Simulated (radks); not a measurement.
Q: These are the eigenvalues of the occupied orbitals of an atom or ion with whole-number occupations (eV). All-electron calculation, Dirac Kohn-Sham, PBE, spin-unpolarised, spherical densities, finite nucleus; Fermi nuclear charge, rms radius of each element as measured or else 0.836 A^(1/3) + 0.57 fm. Program: a radial shooting solver on a logarithmic mesh with Libxc functionals.

1s1/2: -10641.65
2s1/2: -1683.667
2p1/2: -1539.450
2p3/2: -1511.716
3s1/2: -505.5301
3p1/2: -457.9315
3p3/2: -452.7752

Which element is it, and in what charge state? The configuration may be excited. Open shells, if any, fill j = l - 1/2 first.

A: Z = 31, gallium, charge +13: Ga13+ in [Ar]. The list shows which subshells hold electrons but not how many an open one holds; the 1s level, -391.07 hartree, gives Z - s = 28.0 by -(Z - s)^2/2, which with screening and relativity narrows Z to a few neighbours, and the depths of the outer levels then fix element, charge and occupations together.
